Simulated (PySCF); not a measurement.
C₂H₇FSi₂, SMILES [SiH2]([SiH3])/C=C\F. Geometry: PBE-D3(BJ)/def2-SVP. The structure was generated by enumeration; whether it is a known compound was not checked. One conformer was computed; it need not be the lowest.

Task: Give the equilibrium geometry at PBE-D3(BJ)/def2-SVP (PySCF confirms it by a frequency run) as Cartesian coordinates in Å. (The exact figures need the calculation; the answer reports its results.)

Result: One answer among several that fit: 
```xyz
12

F     -1.9022     1.1361    -0.2276
C     -1.8329     0.4374     0.9223
C     -0.9670    -0.5749     1.0851
Si     0.2499    -1.1142    -0.2458
Si     1.9087     0.5350    -0.5150
H     -2.5602     0.8069     1.6667
H     -0.9819    -1.0734     2.0677
H      0.8809    -2.4120     0.1830
H     -0.4510    -1.3380    -1.5597
H      2.6485     0.7377     0.7815
H      2.9034     0.1504    -1.5793
H      1.2596     1.8365    -0.9042
```
Charge 0, spin multiplicity 1.
